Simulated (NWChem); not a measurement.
Molecule: C$_{2}$H$_{8}$OSi; SMILES CCO[SiH3]

```xyz
12

Si    -0.0003     1.6553     0.0000
O      0.4135     0.0439     0.0000
C     -0.5187    -1.0115     0.0000
C      0.2148    -2.3322     0.0000
H     -0.8078     2.0038    -1.2126
H     -0.8078     2.0038     1.2126
H      1.2746     2.4214     0.0000
H     -1.1771    -0.9439     0.8887
H     -1.1771    -0.9439    -0.8887
H      0.8556    -2.4159     0.8903
H     -0.4958    -3.1725     0.0000
H      0.8556    -2.4159    -0.8903
```
Atoms are numbered in this order, from 1.

All runs: NWChem. Geometry: optimised at PBE0/def2-SVP.

Problem. Among these, which level gives the lowest value of “orbital gap (eV)”?
(A) PBE0/cc-pVTZ
(B) PBE0/aug-cc-pVDZ
(C) PBE0/cc-pVDZ

Solution. B, PBE0/aug-cc-pVDZ. Values: PBE0/aug-cc-pVDZ 7.88; PBE0/cc-pVTZ 8.46; PBE0/cc-pVDZ 8.64
